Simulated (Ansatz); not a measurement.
Consider the redistribution: `S[SiH2][TeH]` + `O[B](F)[GeH3]` → `OB(F)[SiH2]S` + `[GeH3][TeH]`.

Computed with Ansatz on PBE0-D4/def2-TZVP structures; ΔE is electronic, products minus reactants. CCSD(T)/CBS adds triple-zeta CCSD(T) − MP2 to the extrapolated MP2 energy (def2 sets, frozen cores). DFT in def2-TZVPP. Elements past krypton have def2 core potentials. For Ge, Te outer-core shells are correlated without core-valence functions, which leaves a few kJ/mol of doubt a bond. Scalar relativity is left out up to krypton. Each species was taken in one conformer, which may not be the lowest.

(1) Is it downhill or uphill in electronic energy at CCSD(T)/CBS, and by how much? (Best estimate.)

(2) What do these levels give: r2SCAN-D4, PBE0-D4, PBE0, HF/def2-TZVPP, SCS-MP2/def2-QZVPP, HF/CBS(def2)? (An estimate is asked.)

Largest T1 diagnostic among the species: 0.013.

Answers

(1) Ansatz gave: Uphill: ΔE = +2.3 kcal/mol.

(2) The calculation gave: r2SCAN-D4 1.7, PBE0-D4 1.3, PBE0 1.1, HF/def2-TZVPP -1.3, SCS-MP2/def2-QZVPP 1.8, HF/CBS(def2) -1.4 kcal/mol.

In def2-TZVPP, CCSD(T) changes the Hartree–Fock value by +2.6 kcal/mol (the triples alone add +0.3 kcal/mol) and MP2 by +3.4 kcal/mol.
